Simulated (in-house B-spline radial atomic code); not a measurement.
Relativistic effects in Rh⁸⁺, [Kr] 4d1: non-relativistic Hartree-Fock (point nucleus) against Dirac-Hartree-Fock (Fermi nucleus of rms radius 4.4945 fm), both averages of the configuration, computed with an all-electron radial atomic-structure program (B-spline basis).

```tsv
orbital	ε NR (Eh)	ε Dirac (Eh)	<r> NR (bohr)	<r> Dirac (bohr)	change of <r> (%)
1s1/2	-839.28	-863.64	0.03385	0.03262	-3.6
2s1/2	-126.85	-132.69	0.147	0.1413	-3.9
2p1/2	-117.67	-122.85	0.126	0.1204	-4.5
2p3/2	-117.67	?	0.126	?	?
3s1/2	-28.056	?	0.3994	?	?
3p1/2	-24.358	-25.321	0.3927	0.3804	-3.1
3p3/2	-24.358	-24.366	0.3927	0.3906	-0.5
3d3/2	-17.591	-17.509	0.3677	0.3661	-0.4
3d5/2	-17.591	-17.323	0.3677	0.3695	+0.5
4s1/2	-8.2219	-8.449	0.9582	0.936	-2.3
4p1/2	-6.8749	-7.045	1.009	0.9857	-2.3
4p3/2	-6.8749	-6.8687	1.009	1.006	-0.2
4d3/2	-4.9742	-4.9511	1.137	1.138	+0.1
4d5/2	-4.9742	-4.926	1.137	1.145	+0.7
```

Problem. What happens to 2p3/2?

Solution. Its energy goes to -117.51 hartree and <r> to 0.1252 bohr (-0.63 %).

Problem. What happens to 3s1/2?

Solution. Its energy goes to -29.221 hartree and <r> to 0.3873 bohr (-3.03 %).

Problem. What explains the pattern of contraction and expansion?

Solution. Expansion is seen in 3d5/2, 4d3/2, 4d5/2. The s and p1/2 orbitals contract directly, screen the nucleus better, and so push out orbitals that have little density near the nucleus; spin-orbit coupling adds to this for j = l + 1/2 and opposes it for j = l - 1/2.

Problem. By how much does the total energy change?

Solution. By -96.972 hartree, from -4669.192 to -4766.164.
